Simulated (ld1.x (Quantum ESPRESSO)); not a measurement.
## B (Z = 5): excitation energies, all-electron against PAW

boron, PAW, made with ld1.x (Quantum ESPRESSO) 7.5 (LDA (PZ), non-relativistic). Core [He], reference 2s1.5 2p1.5. Waves: 2s (bound): rcut 1.30, rcutus 1.60 bohr; 2s channel at -0.35 Ry: rcut 1.30, rcutus 1.60 bohr; 2p (bound): rcut 1.80, rcutus 2.05 bohr; 2p channel at 0.15 Ry: rcut 1.80, rcutus 2.05 bohr; 3d channel at 0.05 Ry: rcut 1.70, rcutus 1.80 bohr; 3d channel at 0.95 Ry: rcut 1.70, rcutus 1.80 bohr. Local part: all-electron potential smoothed inside 1.75 bohr (lloc = -1). Core correction: a·sin(br)/r model core inside 0.90 bohr. Augmentation charge: PSQ, inside the norm-conserving radii.

Energies are relative to the spin-unpolarised reference configuration 2s1.5 2p1.5; without spin polarisation the order of configurations can differ from experiment. Spin-polarised rows fill each open shell by Hund’s rule, majority spin first.

```tsv
valence configuration	charge	ΔE all-electron (eV)	error AE − PS (meV)
2s2 2p1	0	-2.836	-0.1
2s0 2p3	0	8.552	-1.3
2s1 2p1	+1	11.442	-1.3
2s2 2p1.3	-0.3	-3.609	-0.1
2s1 2p2	0	2.844	-0.1
2s1.5 2p1.5 (spin-polarised)	0	-1.049	-1.3
2s2 2p1 (spin-polarised)	0	-3.071	-0.5
```

Question: What are ΔE and the potential's error for 2s2 2p0?

Answer: ΔE = 5.493 eV all-electron; the error (AE − PS) is -0.2 meV.

Question: What are ΔE and the potential's error for 2s1 2p0?

Answer: ΔE = 30.790 eV all-electron; the error (AE − PS) is -5.5 meV.
